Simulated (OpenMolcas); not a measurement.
**3d⁶ along the 24-electron sequence**

| Quantity | Value |
| --- | --- |
| Program | OpenMolcas 26.06 |
| Method | CASSCF |
| Basis | ANO-RCC-VQZP |
| Scalar Hamiltonian | DKH2, point nucleus |
| Spin-orbit coupling | state interaction with AMFI integrals over the reference wave functions, term energies averaged over their components |

Active space for each ion: 6 electrons in 5 orbitals (3d).

Computed levels in cm-1 above ⁵D₄:

```
                               Level   Fe2+   Co3+   Ni4+
                                 ⁵D₃    432    615    846
                                 ⁵D₂    740   1048   1433
                                 ⁵D₁    939   1327   1810
                                 ⁵D₀   1037   1464   1994
                                 ³H₆  22591  26287  29588
                                 ³H₅  22819  26603  30007
                                 ³H₄  22993  26836  30302
                              ³P₂(1)  24743  28732  32223
                              ³F₄(1)  25878  30082  33801
weight of ⁵D in the lowest level (%)    100    100    100
```

Measured, with the error of the calculation in %. Measured levels: Fe2+ from Corliss and Sugar, J. Phys. Chem. Ref. Data 11, 135 (1982); Co3+ from Sugar and Corliss, J. Phys. Chem. Ref. Data 10, 1097 (1981); Ni4+ from Corliss and Sugar, J. Phys. Chem. Ref. Data 10, 197 (1981).

```
 Level           Fe2+           Co3+           Ni4+
   ⁵D₃     436 (-1.0)     639 (-3.8)     890 (-4.9)
   ⁵D₂     739 (+0.1)    1078 (-2.8)    1490 (-3.8)
   ⁵D₁     932 (+0.7)                   1872 (-3.3)
   ⁵D₀    1027 (+0.9)    1494 (-2.0)    2058 (-3.1)
   ³H₆  20051 (+12.7)  23680 (+11.0)   27111 (+9.1)
   ³H₅  20301 (+12.4)  24032 (+10.7)   27578 (+8.8)
   ³H₄  20482 (+12.3)  24272 (+10.6)   27859 (+8.8)
³P₂(1)  19405 (+27.5)  22883 (+25.6)  26153 (+23.2)
³F₄(1)  21462 (+20.6)  25396 (+18.5)  29124 (+16.1)
```

The fine-structure level ⁵D₀ changes by a factor of 1.92 from Fe2+ to Ni4+. Its fourth root runs 5.67, 6.19, 6.68, with steps per unit of Z of 0.51, 0.50; equal steps would mean a (Z - σ)^4 law with constant σ.

³H₆ changes by a factor of 1.31 over the same range, with steps per unit of Z of +3700, +3300 cm-1.

Without dynamic correlation excited terms often stand tens of per cent too high (terms of higher spin than the ground term too low), and those without a measured partner can miss by more than the paired ones. Computed and measured levels are paired by configuration, term and J; levels that our copy of the source lacks, or whose pairing is in doubt (as where it misses far off the trend of its configuration), stay unpaired and out of the deviations. Levels of configurations outside the active space are missing.

A number in round brackets counts repeated terms of one configuration in the order of the reference energies.
